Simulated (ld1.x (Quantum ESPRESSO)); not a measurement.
# Before and after: ultrasoft potential for N (Z = 7)

* Element: N
* Generator: ld1.x (Quantum ESPRESSO) 7.5
* Type: ultrasoft
* Functional: LDA (PZ)
* Relativity: scalar-relativistic
* Frozen core: [He]
* Valence charge: 5
* Reference configuration: 2s2 2p3
* Partial waves: 2s (bound): rcut 0.80, rcutus 0.95 bohr; 2s channel at -0.35 Ry: rcut 0.80, rcutus 0.95 bohr; 2p (bound): rcut 1.15, rcutus 1.25 bohr; 2p channel at -0.2 Ry: rcut 1.15, rcutus 1.25 bohr
* Local potential: all-electron potential smoothed inside 0.75 bohr (lloc = -1)
* Core correction: Bessel-smoothed model core, default radius (core density twice the valence density)
* Augmentation charge: PSQ, inside the norm-conserving radii

Change: core correction Bessel-smoothed model core inside 0.70 bohr.

Cutoffs: the cutoffs (Ry, on a coarse ladder) from which the occupation-weighted sum of valence levels, in a spherical-Bessel basis at the reference potential, stays within 10 and 1 mRy of its value at 400 Ry; they do not see the model core or the augmentation charge, which bear on the density cutoff. Errors are all-electron minus pseudo energies relative to the spin-unpolarised reference configuration.

Q: Predict the effect on cutoff, ghosts and configuration errors.

A: The potential gets neither clearly harder nor softer (45 Ry and 70 Ry → 45 Ry and 70 Ry); of the 9 tests that both files solve, the error grows in 1 and shrinks in 4 by more than 15 % and 0.3 meV (median size 8.3 → 8.2 meV); neither file shows a bound ghost. The default core radius of the base comes out at 0.41 bohr. A wider model core is smoother and lowers the density cutoff, which this test does not measure.

```csv
quantity,base,changed
"cutoff, loose",45 Ry,45 Ry
"cutoff, tight",70 Ry,70 Ry
bound ghosts,none,none
"error for 2s2 2p2, meV [ΔE 13.73 eV]",-8.3,-6.4
"error for 2s2 2p1, meV [ΔE 42.70 eV]",-68,-49
"error for 2s2 2p0, meV [ΔE 89.87 eV]",-265,-173
"error for 2s2 2p3.3, meV [ΔE -1.67 eV]",0.0,0.0
"error for 2s2 2p2.5, meV [ΔE 5.17 eV]",-1.4,-1.1
"error for 2s1 2p4, meV [ΔE 11.20 eV]",-1.7,+1.0
"error for 2s1 2p3, meV [ΔE 25.18 eV]",+7.6,+8.2
"error for 2s2 2p3 (spin-polarised), meV [ΔE -2.89 eV]",-46,+59
"error for 2s2 2p2 (spin-polarised), meV [ΔE 12.04 eV]",-38,+37
s: phases at 1.35 bohr within 0.05 rad from the reference energy up to (Ry; the scan ends near 5),to the end of the scan,to the end of the scan
p: phases at 1.35 bohr within 0.05 rad from the reference energy up to (Ry; the scan ends near 5),to the end of the scan,to the end of the scan
lowest overlap eigenvalue by channel,"s 0.52, p 0.95","s 0.52, p 0.95"
```
